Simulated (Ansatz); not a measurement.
Reaction (substitution at a C–Si bond): `S[SiH2][SiH2]CCl` + HBr → `ClCBr` + `[SiH3][SiH2]S`

Computed with Ansatz on PBE0-D4/def2-TZVP structures; ΔE is electronic, products minus reactants. CCSD(T)/CBS adds triple-zeta CCSD(T) − MP2 to the extrapolated MP2 energy (def2 sets, frozen cores). DFT in def2-TZVPP. B3LYP here is the variant with VWN-RPA as its local correlation; programs differ in this. For Br outer-core shells are correlated without core-valence functions, which leaves a few kJ/mol of doubt a bond. Scalar relativity is left out up to krypton. One conformer a species, not always the lowest.

Q: Is it downhill or uphill in electronic energy at CCSD(T)/CBS, and by how much? (Best estimate.)

A: Ansatz gave: Uphill: ΔE = +13.2 kcal/mol.

Q: What do these levels give: PBE-D4, r2SCAN-D4, PBE0-D4, B3LYP-D4, ωB97X-V, PBE0, B3LYP, MP2/def2-TZVPP, CCSD/def2-TZVPP, CCSD(T)/def2-TZVPP, MP2/def2-QZVPP, MP2/CBS(def2)? (An estimate is asked.)

A: Computed: PBE-D4 12.2, r2SCAN-D4 13.0, PBE0-D4 13.1, B3LYP-D4 12.6, ωB97X-V 12.6, PBE0 12.3, B3LYP 11.5, MP2/def2-TZVPP 12.9, CCSD/def2-TZVPP 13.1, CCSD(T)/def2-TZVPP 13.0, MP2/def2-QZVPP 13.1, MP2/CBS(def2) 13.1 kcal/mol.

Largest T1 diagnostic among the species: 0.012.

From PBE to PBE0 (25 % exact exchange), in def2-TZVPP and without D4, ΔE moves by +0.9 kcal/mol. In def2-TZVPP, CCSD(T) changes the Hartree–Fock value by +0.9 kcal/mol (the triples alone add −0.1 kcal/mol) and MP2 by +0.8 kcal/mol.
